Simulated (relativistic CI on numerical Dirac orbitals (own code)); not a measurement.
**Tb2+ (4f9) in a crystal field**

Calculated by Dirac-Coulomb-Breit CI, separate exchange-only KLI orbitals for each configuration, a model potential for QED, valence Slater integrals scaled by 0.8, one configuration in a parametric crystal field (own radial code).

Field parameters in Wybourne normalisation; cubic f-shell fields have B⁴₄ = √(5/14) B⁴₀ and B⁶₄ = −√(7/2) B⁶₀. The field is a parameter set, without covalency.

S and J are read from ⟨S²⟩ = S(S + 1) and ⟨J²⟩ = J(J + 1) of each level; they are not fictitious spins.

Oh, B40 = -1460, B60 = -290 cm⁻¹, the lowest 16 levels:

```csv
E (cm⁻¹),Degeneracy,Irrep,S,J
0.0,4,Γ8,2.44,7.49
70.5,4,Γ8,2.44,7.50
226,2,Γ7,2.44,7.49
346,4,Γ8,2.44,7.50
385,2,Γ6,2.44,7.50
2962,2,Γ7,2.47,6.48
2989,4,Γ8,2.47,6.49
2990,2,Γ6,2.47,6.50
3105,4,Γ8,2.47,6.50
3142,2,Γ7,2.47,6.50
4915,4,Γ8,2.45,5.49
5002,4,Γ8,2.45,5.50
5011,2,Γ6,2.46,5.49
5021,2,Γ7,2.45,5.51
6371,2,Γ6,2.44,4.51
6461,4,Γ8,2.44,4.50
```

Oh, B40 = 290, B60 = 230 cm⁻¹, the lowest 16 levels:

```tsv
E (cm⁻¹)	Degeneracy	Irrep	S	J
0.0	2	Γ7	2.44	7.50
10.9	2	Γ6	2.44	7.50
12.3	4	Γ8	2.44	7.50
99.7	4	Γ8	2.44	7.50
109	4	Γ8	2.44	7.50
2877	2	Γ7	2.47	6.50
2900	4	Γ8	2.47	6.50
2928	2	Γ6	2.47	6.50
2930	4	Γ8	2.47	6.50
2949	2	Γ7	2.47	6.50
4814	2	Γ7	2.46	5.50
4844	2	Γ6	2.45	5.50
4845	4	Γ8	2.45	5.50
4880	4	Γ8	2.45	5.50
6309	4	Γ8	2.44	4.50
6364	4	Γ8	2.44	4.50
```

Principal g values of the ground doublet: 7.54, 7.54, 7.54.

The next free-ion level lies 2859 cm⁻¹ above the lowest; the field splits the ground level into components whose J stays near 15/2 as long as their spread is small against that gap.

Levels of this model without a field, named by their leading LS term (the scale mimics covalency, so terms lie below those of the real free ion): 6H°_15/2 0, 6H°_13/2 2859, 6H°_11/2 4795, 6H°_9/2 6298, 6F°_11/2 7248, 6H°_7/2 7464, 6F°_9/2 8192, 6H°_5/2 8330 cm⁻¹.
